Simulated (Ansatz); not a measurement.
Geometry optimisation, RKS B3LYP-D4/def2-SVPD in Ansatz 0.2.0.

The input (input.yaml):

```yaml
crystal:
  periodic: [false, false, false]
  atoms:
    - { symbol: Al, position_ang: [0.0, 0.0, 0.0] }
    - { symbol: "N", position_ang: [0.0, 0.0, 2.27] }
    - { symbol: H, position_ang: [-0.877, -0.2713, 2.8] }
    - { symbol: H, position_ang: [0.877, 0.2713, 2.8] }
    - { symbol: H, position_ang: [1.351, 0.0, -0.78] }
    - { symbol: H, position_ang: [-1.351, 0.0, -0.78] }
    - { symbol: Br, position_ang: [-0.339, 2.5493, 0.8545] }
    - { symbol: H, position_ang: [-0.1688, 1.2694, 2.0782] }
basis:
  gaussian: { orbitals: def2-SVPD }
hamiltonian:
  xc: b3lyp
  dispersion: d4
relax:
  f_tol: 0.15
  max_steps: 25
  restrain:
    - { distance: [0, 6], at: 2.41, k: 30.0 }
    - { distance: [7, 1], at: 1.06, k: 30.0 }
    - { distance: [0, 1], at: 3.12, k: 30.0 }
    - { distance: [7, 6], at: 2.75, k: 30.0 }
```

Command:

```bash
$ ansatz run input.yaml --threads 4 --pin off --max-ram 5120MiB --backend cpu --events-out ev --progress --plain --runs-dir out
```

Q: Where does it end, and by what steps?

A: The run converged. The restraints hold the end off the free minimum; the threshold counts their pulls, which the force column leaves out. Restrained pairs: Al1–Br7 (2.71 → 2.39 Å), N2–H8 (1.29 → 1.04 Å), Al1–N2 (2.27 → 3.10 Å), Br7–H8 (1.78 → 2.76 Å). After 7 steps the energy has fallen by 1.323 eV (the restraints' own energy left out); Al1 moved furthest, 0.72 Å.

```csv
step,energy less start (eV),largest force component (eV/Å),accepted
0,0.0000,2.772,yes
1,-0.2951,3.761,yes
2,-0.3853,3.473,yes
3,-0.6942,2.813,yes
4,-1.0937,4.094,yes
5,-1.2576,1.709,yes
6,-1.3140,0.900,yes
7,-1.3227,0.917,yes
```

```xyz
8
Properties=species:S:1:pos:R:3
Al -0.061 0.495 -0.516
N -0.029 0.106 2.557
H -0.809 -0.313 3.056
H 0.836 -0.117 3.043
H 1.399 0.046 -0.884
H -1.397 -0.262 -0.847
Br -0.295 2.726 0.294
H -0.151 1.136 2.540
```

Run time: 16 s on 4 threads of Arm Neoverse V2 (shared host), peak memory 0.31 GiB.
